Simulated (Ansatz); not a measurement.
Cost and result for the atomization energy of `C[Si](O)(F)[AlH][OH]` (12 atoms, 11 bonds).

Z-matrix (Å, degrees):
```
C
Si 1 1.863
H 1 1.095 2 110.8
H 1 1.093 2 110.9 3 -120.2
H 1 1.093 2 111.0 3 119.5
O 2 1.648 1 110.7 3 57.8
F 2 1.617 1 105.2 3 -59.1
Al 2 2.472 1 119.1 3 179.6
H 6 0.960 2 118.7 1 -44.8
O 8 1.698 2 118.3 1 130.4
H 8 1.583 2 126.0 1 -49.2
H 10 0.956 8 122.3 2 0.1
```

The species carries charge 0 and has multiplicity 1. The structure was optimised at the PBE0-D4/def2-TZVP level. It is one conformer, not always the lowest. Program: Ansatz. All runs use 2 threads of an AMD EPYC 7R13 on a shared host and a share of an NVIDIA H100 80 GB. Times are those of one run each, without the atoms' runs, and a repeat can differ threefold. Electronic energies, without spin–orbit coupling; frozen cores. CCSD(T)/CBS adds CCSD(T) − MP2 in def2-TZVPP to the MP2 limit, and its time is that of the two runs behind it. T1 = 0.013. B3LYP takes the VWN-RPA correlation (the form of Gaussian; ORCA's B3LYP/G).

CCSD(T)/CBS is a level of theory with its own doubt, some kJ/mol a heavy atom from the limit and from the frozen cores, so smaller differences don't rank the functionals.

```json
{"level": "PBE0-D4/def2-TZVPP", "functions": "292", "wall time": "2.2 s"}
{"level": "B2PLYP/def2-TZVPP", "functions": "292", "wall time": "2.6 s"}
{"level": "PBE-D4/def2-TZVPP (with forces)", "functions": "292", "wall time": "2.7 s"}
{"level": "B3LYP-D4/def2-TZVPP (with forces)", "functions": "292", "wall time": "2.8 s"}
{"level": "r2SCAN-D4/def2-TZVPP (with forces)", "functions": "292", "wall time": "3.1 s"}
{"level": "ωB97X-V/def2-TZVPP", "functions": "292", "wall time": "3.2 s"}
{"level": "ωB97M-V/def2-TZVPP (with forces)", "functions": "292", "wall time": "4.3 s"}
{"level": "MP2/def2-QZVPP", "functions": "548", "wall time": "4.6 s"}
{"level": "CCSD(T)/def2-TZVPP", "functions": "292", "wall time": "4.7 s"}
{"level": "CCSD(T)/CBS(def2)", "functions": "–", "wall time": "9.3 s"}
```

(1) What atomization energy does each give, and how far from CCSD(T)/CBS? (Best estimate.)

Answers

(1) Computed: 
```
                             level  atomization (kJ/mol)  difference from CCSD(T)/CBS  per bond
                PBE0-D4/def2-TZVPP                4473.3                        -71.5      -6.5
                 B2PLYP/def2-TZVPP                4466.4                        -78.4      -7.1
   PBE-D4/def2-TZVPP (with forces)                4561.4                         16.6       1.5
 B3LYP-D4/def2-TZVPP (with forces)                4496.1                        -48.7      -4.4
r2SCAN-D4/def2-TZVPP (with forces)                4529.0                        -15.8      -1.4
                ωB97X-V/def2-TZVPP                4531.4                        -13.4      -1.2
  ωB97M-V/def2-TZVPP (with forces)                4526.6                        -18.2      -1.7
                    MP2/def2-QZVPP                4596.0                         51.2       4.6
                CCSD(T)/def2-TZVPP                4410.7                       -134.1     -12.2
                 CCSD(T)/CBS(def2)                4544.8                          0.0       0.0
```

From PBE to PBE0 (25 % exact exchange), in def2-TZVPP and without D4, the atomization energy moves by −84.5 kJ/mol: exact exchange takes away binding that semilocal exchange gives to molecules. In def2-TZVPP, CCSD(T) changes the Hartree–Fock value by +1108.2 kJ/mol (the triples alone add +63.1 kJ/mol) and MP2 by +1212.6 kJ/mol; breaking electron pairs costs correlation energy, which Hartree–Fock lacks. The D4 term adds +39.8 kJ/mol with B3LYP and +21.2 kJ/mol with PBE0; it sums over pairs of atoms, weighted by their polarisabilities, and B3LYP, whose exchange is more repulsive, gets the larger term.
